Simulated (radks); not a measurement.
Dynamic dipole polarisability and lines of the boron ion B+, [He] 2s2. Method: non-relativistic Kohn-Sham, PBE, spin-polarised, spherical densities, point nucleus; computed with a radial shooting solver on a logarithmic mesh with Libxc functionals. Time-dependent linear response with the Hartree and adiabatic LDA kernel, continuum included through the Sternheimer equations. Lines are the poles of the dipole polarisability below minus the highest occupied eigenvalue, found on a grid refined at the orbital gaps; the lowest seven at most are given, and weak or close lines can be missed. The first line takes the name of the lowest orbital gap if no other gap lies below it; otherwise a line is named after a gap within 0.6 % of it, if that gap stands alone.

photon energy (eV),alpha (bohr^3)
0,10.54
0.961,10.66
2.241,11.25
3.522,12.50
4.803,14.91
6.084,20.08
7.365,35.83
8.646,1128
9.927,-31.14
11.207,-13.76
12.488,-8.053
13.769,-5.080
15.050,-2.793
16.331,-34.67
17.612,-2.364

Lines (eV, oscillator strength): 8.684 (142.8 nm, 2s-2p), f = 1.00; 16.286 (76.13 nm, 2s-3p), f = 0.0632. Higher lines, where found, are left out when the end of the mesh affects them. Those listed give 95 % of the static polarisability (sum of f/w^2). Orbital energy gaps for comparison: 2s-2p 6.139 eV; 2s-3p 16.382 eV. At laser wavelengths: 1550 nm 10.63, 1064 nm 10.72, 780 nm 10.89, 532 nm 11.31, 355 nm 12.46, 266 nm 14.55, 193 nm 22.49 bohr^3. Measured terms reached by dipole lines (averaged over J; NIST Handbook of Basic Atomic Spectroscopic Data, eV): 2s-2p 9.100; 2s-3p 17.866; those above the model threshold have no computed partner.
